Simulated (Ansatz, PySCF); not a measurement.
Se (SMILES [Se-]), charge -1, doublet (a gas-phase anion, which may not be bound at this level). Base run: CASSCF(5,6)/6-31G run with PySCF.

Input for PySCF:
```python
from pyscf import gto, scf, mcscf
import numpy

mol = gto.M(
    atom='''
Se    0.00000000    0.00000000    0.00000000
''',
    basis='6-31g',
    charge=-1,
    spin=1,
    verbose=4,
)

mf = scf.ROHF(mol)
mf.kernel()
mc = mcscf.CASSCF(mf, 6, 5)
mc.fix_spin_(ss=0.75)
mc.kernel()
occ = numpy.linalg.eigvalsh(mc.fcisolver.make_rdm1(mc.ci, mc.ncas, mc.nelecas))[::-1]
ss = mc.fcisolver.spin_square(mc.ci, mc.ncas, mc.nelecas)[0]
print('natural occupations', occ.round(4), ' <S^2>', round(ss, 4))
```

Programs used: Ansatz (a first-principles code), PySCF; a row that names a program was run with it.

Variants of this job, named by their change:

```tsv
change	ΔE vs base (kcal/mol)	natural occupations	<S^2> of the state
base	0.000	2.00 1.99 1.00 0.01 0.00 0.00	0.75
conv_tol = 1e-5	0.000	2.00 1.99 1.00 0.01 0.00 0.00	0.75
state_average = 2 states	-3.26	-	-
active space = 7 electrons, 8 orbitals	-14.67	1.99 1.98 1.98 1.00 0.02 0.02 0.01 0.01	0.75
solver = newton	0.000	2.00 1.99 1.00 0.01 0.00 0.00	0.75
fix_spin_ = off	-3.47	1.99 1.99 1.00 0.01 0.01 0.00	0.75
active space = 5 electrons, 5 orbitals	3.86	2.00 2.00 1.00 0.00 0.00	0.75
orbitals = fixed (CASCI)	0.019	2.00 1.99 1.00 0.01 0.00 0.00	0.75
code = ansatz; correction = SC-NEVPT2, all electrons	-139.0	-	-
orbitals = fixed (CASCI); correction = SC-NEVPT2	-116.6	2.00 1.99 1.00 0.01 0.00 0.00	0.75
active space = 7 electrons, 5 orbitals	3.47	2.00 2.00 2.00 1.00 0.00	0.75
```

Active orbitals are taken around the Fermi level unless the row says otherwise; CASSCF can end in different local minima, and two programs can end on different orbitals. State-averaged rows give the lowest state.

Open shells are given as the SCF converged; they aren't shown to be the lowest states, and a large step between rows can be another state.

A gas-phase anion may not be bound at this level; its values then depend on the basis.
